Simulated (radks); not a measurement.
Q: Radial electron density D(r) = 4 pi r^2 rho(r) of an atom or ion with 59 electrons. All-electron calculation, Dirac Kohn-Sham, relativistic LDA (MacDonald-Vosko exchange, VWN5 correlation), spin-unpolarised, spherical densities, finite nucleus; Fermi nuclear charge, rms radius of each element as measured or else 0.836 A^(1/3) + 0.57 fm. Program: a radial shooting solver on a logarithmic mesh with Libxc functionals.

| r (bohr) | D(r) (e/bohr) |
|---|---|
| 0.003413 | 20.48 |
| 0.004662 | 31.06 |
| 0.006319 | 44.28 |
| 0.008633 | 59.40 |
| 0.01179 | 72.58 |
| 0.01598 | 78.89 |
| 0.02184 | 76.26 |
| 0.02983 | 70.04 |
| 0.04043 | 73.19 |
| 0.05523 | 90.47 |
| 0.07546 | 101.8 |
| 0.1023 | 88.41 |
| 0.1397 | 75.26 |
| 0.1909 | 86.62 |
| 0.2587 | 77.00 |
| 0.3534 | 40.26 |
| 0.4828 | 35.12 |
| 0.6543 | 36.62 |
| 0.8939 | 19.80 |
| 1.221 | 10.34 |
| 1.655 | 7.029 |
| 2.261 | 3.078 |
| 3.089 | 1.097 |
| 4.186 | 0.6332 |
| 5.719 | 0.2936 |
| 7.813 | 0.06188 |
| 10.59 | 0.005032 |
| 14.47 | 0.0001121 |

What is the nuclear charge?

A: Z = 59. The innermost maximum, from 1s, lies near gamma/Z bohr with gamma = sqrt(1 - (Z/c)^2) = 0.903, here 0.0153 bohr (found: 0.0169), and its height grows with Z. The density is that of neutral praseodymium in [Xe] 4f3 6s2; the configuration itself is not fixed sharply by these data, and Z only to a few units. D(r) has 4 maxima, at r = 0.0169, 0.0743, 0.208, 0.580 bohr, and minima at 0.0328, 0.139, 0.425 bohr, inside which lie 2.02, 11.23, 29.12 electrons.
